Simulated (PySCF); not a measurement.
## Identify the compound

The spectra below were simulated for a compound C₈H₉ClSi.

$^{1}$H NMR (400 MHz, computed): δ 6.66 (m, 1H), 6.63 (m, 1H), 4.99 (t, 2H), 3.34 (s, 1H), 3.23 (m, 2H), 2.76 (t, 2H).

$^{13}$C{$^{1}$H} NMR (computed): δ 156.5 (C), 144.3 (CH), 142.5 (CH), 127.1 (C), 96.1 (CH), 84.1 (C), 51.1 (CH2), 23.9 (CH2).

PySCF 2.14.0 with density-fitted response routines calculation with coordinates at the GFN2-xTB level and PBE0/pcSseg-1 with gauge-including orbitals; isolated molecule, non-relativistic, one computed conformer, averaged over atoms made equivalent by symmetry, fast rotation or ring inversion.

Scale: TMS for $^{1}$H and $^{13}$C (reference shieldings calculated alike).

**Question.** Deduce the structure.

**Answer.** 
- The formula gives 5 degrees of unsaturation (1 ring in the answer).
- 8 carbon signals for 8 carbons: no two carbons are equivalent.
- Carbon types of the structure: 3 × C, 3 × CH, 2 × CH2, leaving 2 H on heteroatoms.
- δC 156.5, 127.1: fully substituted alkene carbon; as expected for a trigonal carbon in a double bond.
- δC 144.3, 142.5: alkene CH; as expected for a trigonal carbon in a double bond.
- δC 96.1: terminal alkyne carbon; sp carbons lie upfield of alkene carbons because the cylindrical π system leaves one tensor component strongly shielded.
- δC 84.1: alkyne carbon; the triple bond shields along its axis, which puts it between sp3 and sp2 carbons.
- δC 51.1: allylic sp3 CH2; a saturated carbon with 2 carbon neighbours and no heteroatom attached.
- δH 3.34: hydrogen on a terminal alkyne carbon; it lies on the axis of the triple bond, in its shielding cone.
- δH 2.76: hydrogen on an allylic sp3 CH2 bonded to Si; allylic position.

These data were computed for SMILES C#CC1=C(C[SiH2]Cl)C=CC1.

This is the structure that produced the data.

Shifts are as computed. Against solution values, carbons near 30 ppm lie about +3 ppm off and those near 130 ppm about +5 ppm. Of 1309 compounds with measured shifts, 239 miss one by over three times the rms of a fit or turn the order of signals round; such compounds aren't used in these exercises. Multiplicities follow the n + 1 count of equivalent neighbours, as no J values were calculated; m marks all less simple cases, F and P coupling included.
